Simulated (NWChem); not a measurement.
System: C$_{3}$H$_{3}$ cation

Parts of the log:

```
             Northwest Computational Chemistry Package (NWChem) 7.3.0
             --------------------------------------------------------

                             Geometry "geometry" -> ""
                             -------------------------

 Output coordinates in angstroms (scale by  1.889725989 to convert to a.u.)

  No.       Tag          Charge          X              Y              Z
 ---- ---------------- ---------- -------------- -------------- --------------
    1 C                    6.0000     0.00000000     0.00000000    -1.33856100
    2 C                    6.0000     0.00000000     0.00000000    -0.10328500
    3 C                    6.0000     0.00000000     0.00000000     1.24473000
    4 H                    1.0000     0.00000000     0.00000000    -2.42587800
    5 H                    1.0000     0.00000000     0.94680200     1.80790200
    6 H                    1.0000     0.00000000    -0.94680200     1.80790200

 Effective nuclear repulsion energy (a.u.)      53.2782787984

                                 NWChem DFT Module
                                 -----------------

 Summary of "ao basis" -> "ao basis" (spherical)
 ------------------------------------------------------------------------------
       Tag                 Description            Shells   Functions and Types
 ---------------- ------------------------------  ------  ---------------------
 C                          def2-svp                 6       14   3s2p1d
 H                          def2-svp                 3        5   2s1p

 in cosmo_initialize ...
 calling solv_data for solv:propanol

 solvent parameters
 solvname_short: propanol
 solvname_long:  1-propanol
 dielec:       20.5240
 dielecinf:     1.9182
 nonaqueous SMD model solvent descriptors
 dielec:       20.5240
 sola:          0.3700
 solb:          0.4800
 solc:          0.0000
 solg:         33.5700
 solh:          0.0000
 soln:          1.3850

          ---------------
          -cosmo- solvent
          ---------------
 Cosmo: York-Karplus, doi: 10.1021/jp992097l
 dielectric constant -eps-     =  20.52
 screen = (eps-1)/(eps    )    =   0.95128
 surface charge correction     = lagrangian

   van der Waals surface
 --------------------------

 ---------- ATOMIC COORDINATES (A.U.) ------------ VDWR(ANG.) --
     1    0.00000000    0.00000000   -2.52951351     1.850
     2    0.00000000    0.00000000   -0.19518035     1.850
     3    0.00000000    0.00000000    2.35219863     1.850
     4    0.00000000    0.00000000   -4.58424470     1.200
     5    0.00000000    1.78919635    3.41643939     1.200
     6    0.00000000   -1.78919635    3.41643939     1.200
 number of segments per atom =        128
 number of   points per atom =        128
 atom (   nspa,  nppa )
 ----------------------
    1 (     76,     0 )       0
    2 (     56,     0 )       0
    3 (     72,     0 )       0
    4 (     48,     0 )       0
    5 (     56,     0 )       0
    6 (     56,     0 )       0
 number of -cosmo- surface points =      364
 molecular surface =     84.173 angstrom**2
 molecular volume  =     57.687 angstrom**3
 -lineq- algorithm             =   0
 -bem- low  level              =   3
 -bem- from -octahedral-
 gaussian surface charge width =   4.50000
 degree of switching           =   1.00000
 switching function tolerance  =   0.00010
 atomic radii =
 --------------
    1  6.000  1.850
    2  6.000  1.850
    3  6.000  1.850
    4  1.000  1.200
    5  1.000  1.200
    6  1.000  1.200
 ...... end of -cosmo- initialization ......

 nat:                     6
 ixmem:                  2111
 calling mnsol_interface()
 G(SMD-CDS) energy (kcal/mol)  =     2.120
 SMD-CDS SASA (angstrom**2)    =   100.830

            General Information
            -------------------
          SCF calculation type: DFT
          Wavefunction type:  closed shell.
          No. of atoms     :     6
          No. of electrons :    20
           Alpha electrons :    10
            Beta electrons :    10
          Charge           :     1
          Spin multiplicity:     1
          Use of symmetry is: off; symmetry adaption is: off
          Maximum number of iterations: 150
          AO basis - number of functions:    57
                     number of shells:    27
          Convergence on energy requested:  1.00D-06
          Convergence on density requested:  1.00D-05
          Convergence on gradient requested:  5.00D-04

[...]

                                COSMO-SMD solvation results
                                ---------------------------

             internal energy in gas <Psi(g)|H|Psi(g)> =      -115.533949518213
         internal energy in solvent <Psi(s)|H|Psi(s)> =      -115.533341173087
                               delta internal energy  =         0.000608345126 (    0.38 kcal/mol)
   total free energy in solvent <Psi(s)|H+V/2|Psi(s)> =      -115.639886397328
 polarization energy contribution <Psi(s)|V/2|Psi(s)> =        -0.106545224241 (  -66.86 kcal/mol)
    total free energy in solvent including G(SMD-CDS) =      -115.636508098320
                       G(SMD-CDS) energy contribution =         0.003378299009 (    2.12 kcal/mol)
     1 M fixed-concentration free energy of solvation =        -0.102558580107 (  -64.36 kcal/mol)

                       DFT Final Molecular Orbital Analysis
                       ------------------------------------

 Vector    8  Occ=2.000000D+00  E=-5.961315D-01
              MO Center= -2.3D-12,  8.3D-11,  1.2D+00, r^2= 1.4D+00
   Bfn.  Coefficient  Atom+Function         Bfn.  Coefficient  Atom+Function
  ----- ------------  ---------------      ----- ------------  ---------------
    33      0.471560  3 C  py                48      0.281528  5 H  s
    53     -0.281528  6 H  s                 19      0.187122  2 C  py
    36      0.162305  3 C  py                 5      0.091395  1 C  py
    22      0.087429  2 C  py                49      0.043550  5 H  s
    54     -0.043550  6 H  s

 Vector    9  Occ=2.000000D+00  E=-4.621058D-01
              MO Center= -7.0D-11, -8.2D-12, -1.3D-01, r^2= 1.6D+00
   Bfn.  Coefficient  Atom+Function         Bfn.  Coefficient  Atom+Function
  ----- ------------  ---------------      ----- ------------  ---------------
    18      0.444560  2 C  px                 4      0.317023  1 C  px
    32      0.285197  3 C  px                21      0.250447  2 C  px
    35      0.130124  3 C  px                 7      0.129050  1 C  px

 Vector   10  Occ=2.000000D+00  E=-4.151356D-01
              MO Center=  6.4D-12,  3.7D-10, -5.5D-01, r^2= 1.9D+00
   Bfn.  Coefficient  Atom+Function         Bfn.  Coefficient  Atom+Function
  ----- ------------  ---------------      ----- ------------  ---------------
     5      0.459554  1 C  py                19      0.387751  2 C  py
     8      0.245107  1 C  py                22      0.224887  2 C  py
    33     -0.148601  3 C  py                48     -0.141101  5 H  s
    53      0.141101  6 H  s                 36     -0.092875  3 C  py
    49     -0.046247  5 H  s                 54      0.046247  6 H  s

 Vector   11  Occ=0.000000D+00  E=-1.701164D-01
              MO Center= -6.6D-10, -6.7D-13,  1.6D-01, r^2= 2.7D+00
   Bfn.  Coefficient  Atom+Function         Bfn.  Coefficient  Atom+Function
  ----- ------------  ---------------      ----- ------------  ---------------
    32      0.480939  3 C  px                 4     -0.412491  1 C  px
    35      0.397425  3 C  px                 7     -0.330384  1 C  px
    27     -0.043369  2 C  d  1              18     -0.033468  2 C  px

 Vector   12  Occ=0.000000D+00  E= 7.076557D-03
              MO Center=  8.8D-12,  1.5D-09, -3.6D-01, r^2= 2.8D+00
   Bfn.  Coefficient  Atom+Function         Bfn.  Coefficient  Atom+Function
  ----- ------------  ---------------      ----- ------------  ---------------
     8      0.614833  1 C  py                22     -0.605250  2 C  py
    19     -0.448700  2 C  py                 5      0.416939  1 C  py
    49      0.363948  5 H  s                 54     -0.363948  6 H  s
    48      0.176361  5 H  s                 53     -0.176361  6 H  s
    36     -0.154287  3 C  py                39      0.050566  3 C  d -1

 Vector   13  Occ=0.000000D+00  E= 8.181464D-02
              MO Center=  1.2D-09,  2.7D-12, -2.4D-01, r^2= 2.7D+00
   Bfn.  Coefficient  Atom+Function         Bfn.  Coefficient  Atom+Function
  ----- ------------  ---------------      ----- ------------  ---------------
    21      0.844330  2 C  px                 7     -0.679117  1 C  px
    35     -0.549331  3 C  px                18      0.498060  2 C  px
     4     -0.350208  1 C  px                32     -0.296312  3 C  px
    13     -0.037217  1 C  d  1              41      0.035832  3 C  d  1
    45     -0.027333  4 H  px

     Multipole analysis of the density
     ---------------------------------

     L   x y z        total         alpha         beta         nuclear
     -   - - -        -----         -----         ----         -------
     0   0 0 0      1.000000    -10.000000    -10.000000     21.000000

     1   1 0 0      0.000000      0.000000      0.000000      0.000000
     1   0 1 0     -0.000000     -0.000000     -0.000000      0.000000
     1   0 0 1      0.383777      0.185057      0.185057      0.013663

     2   2 0 0    -11.991358     -5.995679     -5.995679      0.000000
     2   1 1 0      0.000000      0.000000      0.000000      0.000000
     2   1 0 1     -0.000000     -0.000000     -0.000000      0.000000
     2   0 2 0    -11.371949     -8.887198     -8.887198      6.402447
     2   0 1 1     -0.000000     -0.000000     -0.000000      0.000000
     2   0 0 2      1.022257    -57.576696    -57.576696    116.175650
```

Level: M06-2X/def2-SVP, SMD on the gas-phase geometry. All runs use the structure optimised with PBE0/def2-SVP. Solvent: 1-propanol.

Q: Write an input that gives this output.

A: This is not unique; one that fits is the input that was run:
```
start job
memory heap 200 mb stack 900 mb global 1100 mb
charge 1
geometry units angstroms noautosym nocenter noautoz
  C      0.000000     0.000000    -1.338561
  C      0.000000     0.000000    -0.103285
  C      0.000000     0.000000     1.244730
  H      0.000000     0.000000    -2.425878
  H      0.000000     0.946802     1.807902
  H      0.000000    -0.946802     1.807902
end
basis spherical
  C library def2-svp
  H library def2-svp
end
dft
  xc m06-2x
  iterations 150
end
cosmo
  do_cosmo_smd true
  solvent propanol
end
task dft energy
```
